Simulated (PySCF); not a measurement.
**Potential energy of CdSn along the bond**

Set-up: basis Cd def2-SVP with ECP28, Sn def2-SVP with ECP28; scalar-relativistic core potentials; PySCF 2.14. Energies in eV from Cd + Sn in their ground configurations at the same level. State: ³Σ⁻ (triplet), unpaired electrons π ↑↑.

All columns are TPSSh. A positive dipole means Cd(−)Sn(+).

| R (Å) | E (eV) | μ (D) | Mulliken charge on Cd (basis-dependent) | HOMO (eV) | LUMO (eV) | Mayer bond order | ⟨S²⟩ |
| --- | --- | --- | --- | --- | --- | --- | --- |
| 2.444 | -0.234 | -2.09 | 0.14 | -4.54 | -2.89 | 1.44 | 2.01 |
| 2.558 | -0.485 | -2.16 | 0.15 | -4.46 | -2.97 | 1.32 | 2.01 |
| 2.671 | -0.609 | -2.21 | 0.15 | -4.40 | -3.05 | 1.19 | 2.01 |
| 2.757 | -0.646 | -2.24 | 0.15 | -4.36 | -3.09 | 1.10 | 2.01 |
| 2.842 | -0.651 | -2.25 | 0.15 | -4.32 | -3.14 | 1.01 | 2.01 |
| 2.927 | -0.634 | -2.26 | 0.15 | -4.30 | -3.17 | 0.93 | 2.01 |
| 3.041 | -0.590 | -2.24 | 0.15 | -4.27 | -3.22 | 0.82 | 2.01 |
| 3.183 | -0.518 | -2.19 | 0.14 | -4.25 | -3.27 | 0.70 | 2.01 |
| 3.354 | -0.423 | -2.09 | 0.13 | -4.24 | -3.32 | 0.56 | 2.01 |
| 3.581 | -0.307 | -1.88 | 0.11 | -4.25 | -3.37 | 0.42 | 2.01 |

A fit through these points gives, at Re = 2.815 Å, μ = -2.25 D and dμ/dR = -0.140 D/Å; the reduced mass is 58.41 u.

**Question.** How strong is the fundamental in the double-harmonic approximation, I = 42.26·(dμ/dR)²/μred km/mol?

**Answer.** I = 42.26·(-0.140)²/58.41 = 0.0142 km/mol at TPSSh.

These are scalar-relativistic numbers at best; spin–orbit coupling would shift them, the dissociation energy most. The state is the lowest determinant that a PBE0 search found; another state may lie lower at other levels.
